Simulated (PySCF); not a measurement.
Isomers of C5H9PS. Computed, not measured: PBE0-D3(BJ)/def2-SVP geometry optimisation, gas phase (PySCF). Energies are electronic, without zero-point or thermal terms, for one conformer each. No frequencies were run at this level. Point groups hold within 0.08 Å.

Task: Order them by energy at this level, lowest first, and give relative energies in kJ/mol.
A. `[CH3:1][P:2]1(=[S:3])[CH2:4][CH:5]=[CH:6][CH2:7]1` with C1–P2–C4–C5 85°, P2–C4–C5–C6 15°, C5–C6–C7–P2 -15°, C1–P2–C7–C6 -85°
B. `[CH3:1][C:2]1=[CH:3][CH2:4][CH2:5][P@@H:6]1=[S:7]` with C2–C3–C4–C5 14°, C3–C4–C5–P6 -19°, C4–C5–P6–S7 142°, C1–C2–P6–C5 170°

Result: A (0.0), B (25.5).

```
          SMILES      E (Eh)  E rel (kJ/mol)  dipole (D)  point group     A, B, C (MHz)
   CP1(=S)CC=CC1  -934.65263             0.0        4.58           Cs  3159, 1339, 1305
CC1=CCC[P@@H]1=S  -934.64291            25.5        4.76           C1  2609, 1576, 1060
```

Task: How do the relative energies change in single points at PBE0/pcSseg-1 (no added dispersion term) on the same geometries?

Result: 
```json
{"SMILES": "CP1(=S)CC=CC1", "PBE0-D3(BJ)/def2-SVP (kJ/mol)": "0.0", "PBE0/pcSseg-1 (kJ/mol)": "0.0", "shift": "0.0"}
{"SMILES": "CC1=CCC[P@@H]1=S", "PBE0-D3(BJ)/def2-SVP (kJ/mol)": "25.5", "PBE0/pcSseg-1 (kJ/mol)": "24.5", "shift": "-1.0"}
```

Each column counts from its own lowest isomer. The order is unchanged; the largest shift is 1.0 kJ/mol.

Task: As an exercise, what shares would exp(−E/RT) give at 1000 K from these electronic energies alone (no entropy, no degeneracies)?

Result: RT = 8.314 kJ/mol: CP1(=S)CC=CC1 95.6 %, CC1=CCC[P@@H]1=S 4.4 %.
